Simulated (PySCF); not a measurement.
## A small calculation by hand: entropy of an ideal gas

AlH₂Br, SMILES [AlH2][Br].

Geometry optimised at B3LYP-D3(BJ)/def2-TZVP.

B3LYP-D3(BJ)/def2-TZVP (PySCF 2.14.0) gives the harmonic wavenumbers 406, 492, 592, 782, 1965, 1984 cm⁻¹ and the rotational temperatures 6.2180, 0.2104, 0.2035 K. The molar mass is 108.90 g/mol, the symmetry number 2, the spin multiplicity 1.

Problem. Work out the entropy at 298.15 K and 1 atm in the rigid-rotor, harmonic-oscillator model.

Solution. 
Translation (Sackur–Tetrode at 1 atm): S = R[1.5 ln M + 2.5 ln T − 1.16487] = 167.2 J/(mol K).
Rotation: q = (√π/σ) T^1.5/√(θA θB θC) = 8840, S = R[ln q + 3/2] = 88.0 J/(mol K).
Vibration: with u = 1.4388 ν/T, each mode gives R[u/(e^u − 1) − ln(1 − e^−u)]:
```
ν (cm⁻¹)  modes     u  S (J/(mol K))
--------  -----  ----  -------------
406           1  1.96           3.94
492           1  2.37           2.84
592           1  2.86           1.94
782           1  3.77           0.93
1965          1  9.48           0.01
1984          1  9.57           0.01
```
These are all the modes. Sum 9.7 J/(mol K).
Spin: R ln 1 = 0.0 J/(mol K).
Total 264.9 J/(mol K); the program's own thermochemistry gives 264.9. Translation makes up 63 % and vibration 4 %. Anharmonicity, hindered rotation and orbital degeneracy are left out.
